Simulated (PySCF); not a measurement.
```xyz
6
charge 0 multiplicity 1, angstrom
I     0.1342    0.0000    0.0000
O    -0.6039    1.6143    0.0000
O    -0.6039   -1.6143    0.0000
H     0.2333    0.0000    1.6949
H     0.2333    0.0000   -1.6949
H     1.8271    0.0000    0.0000
```

These are results of PBE0/[I def2-TZVP with ECP28, O def2-TZVP, H def2-TZVP], scalar-relativistic core potentials, density fitting, no spin–orbit coupling, PySCF, not measurements.

This geometry of H₃IO₂ is a stationary point at this level.

(1) What is the point group?

(2) Is it a minimum?

(3) List the harmonic modes with their infrared intensities.

(4) What are the dipole moment and the gap between the highest occupied and lowest empty levels?

## Answers

(1) C2v.

(2) Yes: all harmonic wavenumbers are real.

(3) 
| symmetry | ω (cm⁻¹) | IR (km/mol) | type |
| --- | --- | --- | --- |
| a1 | 186 | 20.5 | bend |
| b1 | 531 | 53.1 | bend |
| b2 | 552 | 0.2 | bend |
| a1 | 844 | 35.0 | stretch |
| a2 | 868 | 0.0 | bend |
| a1 | 895 | 37.4 | bend |
| b2 | 904 | 69.0 | stretch |
| b2 | 922 | 98.4 | bend |
| b1 | 1140 | 33.1 | bend |
| b1 | 1909 | 276 | stretch |
| a1 | 1927 | 65.9 | stretch |
| a1 | 1978 | 27.9 | stretch |

(4) 3.61 D and 5.87 eV.

This need not be the most stable arrangement of these atoms.
